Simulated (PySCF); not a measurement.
# Polarisability and C₆ of La (lanthanum, neutral)

[Xe] 5d2 6s1, high-spin 4F determinant (an excited configuration). Calculation: PySCF 2.14, in ANO-RCC-VTZP (8s7p5d3f2g1h, 104 functions); the spin-free X2C one-electron Hamiltonian (Gaussian nucleus). Coupled (time-dependent) response in atomic units; α is the mean over directions. The basis has no added diffuse functions, which lowers α and C₆.

```
method  mean α (bohr³)  C₆ (like pair)  S(−4)
  PBE0           209.0            3237  29490
```

S(−4) is the Cauchy moment in α(ω) = α(0) + S(−4) ω² + …

Spin-orbit coupling is absent.

α(iu) at PBE0:

| u (hartree) | α(iu) (bohr³) |
| --- | --- |
| 0 | 209.0 |
| 0.0500 | 157.1 |
| 0.100 | 96.94 |
| 0.200 | 47.13 |
| 0.300 | 29.83 |
| 0.500 | 16.53 |
| 0.750 | 10.14 |
| 1.00 | 6.997 |
| 1.50 | 3.970 |
| 2.00 | 2.587 |
| 3.00 | 1.387 |
| 5.00 | 0.6183 |

A single London oscillator, α(iu) = α/(1 + u²/ω²), gives C₆ = (3/4) ω α². Matching the computed C₆ needs ω = 4 × 3237 / (3 × 209.0²) = 0.0988 hartree.

Spin-orbit coupling, absent here, splits the open shell strongly.
